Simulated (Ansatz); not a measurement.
Species: SnCl, net charge 0, doublet state. SMILES: [Cl][Sn]
Geometry: optimised at B3LYP-D3(BJ)/def2-TZVP (Ansatz, a first-principles code).

Wanted: vertical ionisation energy (to the singlet state of charge +1; each state is the SCF solution reached for its spin), in eV. Correlated levels leave the core frozen unless marked. UHF or UKS for open shells. Spin-orbit coupling is left out. Frozen are the shells of the preceding noble gas and the d and f shells that filled before the atom's block. In def2 rows, elements after Kr have scalar-relativistic effective core potentials. CBS(X,Y): correlation extrapolated as X^-3; Hartree-Fock from the larger set.

```
level                                 program  vertical ionisation energy (eV)
------------------------------------  -------  -------------------------------
SVWN5/def2-TZVPD                       Ansatz                                ?
r2SCAN/def2-TZVPD                      Ansatz                                ?
B3LYP/def2-TZVPD                       Ansatz                             7.14
PBE0/def2-TZVPD                        Ansatz                             7.16
BHLYP/def2-TZVPD                       Ansatz                             7.16
CAM-B3LYP/def2-TZVPD                   Ansatz                                ?
wB97M-V/def2-TZVPD                     Ansatz                             7.16
wB97X-V/def2-TZVPD                     Ansatz                             7.14
CCSD/def2-SVPD                         Ansatz                                ?
CCSD/def2-TZVPPD                       Ansatz                             7.05
CCSD/def2-QZVPPD                       Ansatz                             7.09
CCSD(T)/CBS(def2-TZVPPD,def2-QZVPPD)   Ansatz                             7.11
```

Fill in the missing entries.


- SVWN5/def2-TZVPD, vertical ionisation energy (eV): 7.15
- r2SCAN/def2-TZVPD, vertical ionisation energy (eV): 7.21
- CAM-B3LYP/def2-TZVPD, vertical ionisation energy (eV): 7.24
- CCSD/def2-SVPD, vertical ionisation energy (eV): 6.97
